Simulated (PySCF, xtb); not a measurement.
Si(Cl)2(F)(SiH3) (Cl2FH3Si2), SMILES F[Si]([SiH3])(Cl)Cl.

Harmonic wavenumbers (cm⁻¹) from GFN2-xTB (xtb) at its own minimum, in rising order: 28, 87, 106, 152, 195, 208, 365, 471, 486, 514, 555, 767, 774, 779, 787, 2261, 2263, 2267.

**Question.** What does r2SCAN-D4/def2-SVP (PySCF) give at its own minimum? (An estimate is asked for; the answer gives what the named calculation found.)

**Answer.** 97, 115, 115, 184, 239, 242, 396, 508, 513, 586, 617, 853, 904, 924, 928, 2227, 2243, 2244. Paired by order, the mean absolute difference is 57 cm⁻¹ and the zero-point energies are 18.7 and 19.9 kcal/mol.
